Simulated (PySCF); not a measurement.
CH6O2Si2, SMILES O1[Si@@H]([SiH2]C1)O. Atoms are numbered in the order given.

```xyz
11

O      2.0117     1.0186     0.0693
Si     0.6051     0.4484    -0.6015
O      0.4045    -1.2239    -0.4680
C     -0.8329    -1.4597     0.2427
Si    -1.3849     0.3569     0.5992
H      2.1685     0.8118     0.9965
H      0.6679     0.9240    -2.0039
H     -1.5323    -2.0239    -0.3974
H     -0.6382    -2.0708     1.1407
H     -2.6824     0.7599    -0.0174
H     -1.3976     0.7257     2.0466
```

Geometry: ωB97X-D3(BJ)/def2-SVP. The structure was generated by enumeration; whether it is a known compound was not checked. The values are those of a single conformer.

The numbers are results of PBE/pcSseg-1 in PySCF, not measurements.

GIAO shieldings, no solvent; atoms listed in one row are averaged. δ = σ(ref) − σ: ¹⁷O against H2O (σ = 334.3 ppm); ²⁹Si against TMS (σ = 335.4 ppm); ¹³C against TMS (σ = 182.0 ppm); ¹H against TMS (σ = 31.49 ppm), references at their B3LYP-D3(BJ)/def2-TZVP geometries, non-relativistic.

### Question
Estimate the chemical shifts. (An estimate is asked for; the answer gives what the named calculation found.)

### Answer

| nucleus | atoms | count | δ (ppm) |
|---|---|---|---|
| ¹⁷O | O3 | 1 | 155.5 |
| ¹⁷O | O1 | 1 | 104.2 |
| ²⁹Si | Si2 | 1 | 13.1 |
| ²⁹Si | Si5 | 1 | -36.1 |
| ¹³C | C4 | 1 | 61.3 |
| ¹H | H7 | 1 | 5.86 |
| ¹H | H10 | 1 | 5.22 |
| ¹H | H11 | 1 | 5.09 |
| ¹H | H8 | 1 | 4.77 |
| ¹H | H9 | 1 | 4.65 |
| ¹H | H6 | 1 | 2.81 |
